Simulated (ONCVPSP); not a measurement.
## Transferability test, ONCV potential for titanium (Ti)

Ti (Z = 22), optimised norm-conserving Vanderbilt (ONCV), made with ONCVPSP 4.0.1 (PBE, scalar-relativistic). Core [Ne], reference 3s2 3p6 3d2 4s1 4p1. Waves: 3s+4s: rc 1.30 bohr, ncon 4, nbas 7, qcut 9.3 1/bohr, 2 projectors; 3p+4p: rc 2.15 bohr, ncon 4, nbas 7, qcut 6.3 1/bohr, 3 projectors, debl 2.4 Ha; 3d: rc 1.45 bohr, ncon 5, nbas 10, qcut 12.5 1/bohr, 2 projectors, debl 4 Ha. Local part: polynomial inside 1.15 bohr (lpopt 3, dvloc0 6 Ha). Core correction: none.

Energies are relative to the spin-unpolarised reference configuration 3s2 3p6 3d2 4s1 4p1; without spin polarisation the order of configurations can differ from experiment.

Q: Give the all-electron excitation energy and the error of the potential for: 3s2 3p6 3d2 4s2 4p0; 3s2 3p6 3d2 4s1 4p0; 3s2 3p6 3d2 4s0 4p0; 3s2 3p6 3d3 4s1 4p0.

A:

| valence configuration | charge | ΔE all-electron (eV) | error AE − PS (meV) |
| --- | --- | --- | --- |
| 3s2 3p6 3d2 4s2 4p0 | 0 | -3.076 | 0.0 |
| 3s2 3p6 3d2 4s1 4p0 | +1 | 4.271 | -0.3 |
| 3s2 3p6 3d2 4s0 4p0 | +2 | 17.843 | -2.0 |
| 3s2 3p6 3d3 4s1 4p0 | 0 | -1.970 | -2.1 |

Levels in the configuration 3s2 3p6 3d3 4s1 4p0:

```
level  all-electron (eV)  pseudo (eV)
   3s            -59.322      -59.309
   3p            -35.705      -35.719
   3d             -1.915       -1.914
   4s             -3.729       -3.729
```
